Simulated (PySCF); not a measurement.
PySCF 2.14 output of a UHF calculation on a single atom or ion in x2c-SVPall, with scalar relativity by spin-free X2C-1e:

```
SCF conv_tol = 1e-09
number electrons alpha = 4  beta = 2
cycle= 1 E= -73.0521564778491  delta_E= -0.00338  |g|= 0.0229  |ddm|= 0.0338
cycle= 2 E= -73.0523099763364  delta_E= -0.000153  |g|= 0.0049  |ddm|= 0.00732
cycle= 3 E= -73.0523174106855  delta_E= -7.43e-06  |g|= 3.94e-05  |ddm|= 0.00201
cycle= 4 E= -73.0523174114079  delta_E= -7.22e-10  |g|= 7.52e-06  |ddm|= 3.83e-05
converged SCF energy = -73.0523174114079  <S^2> = 2.0045258  2S+1 = 3.0030157
```

The run itself started from symmetry-adapted Hartree-Fock orbitals and held the occupation by maximum overlap, so the iterations belong to that start.

Q: Which element, charge and spin multiplicity is this?

A: O²⁺ (oxygen, charge +2), multiplicity 3; the state was [He] 2s2 2p2, high-spin 3P determinant.
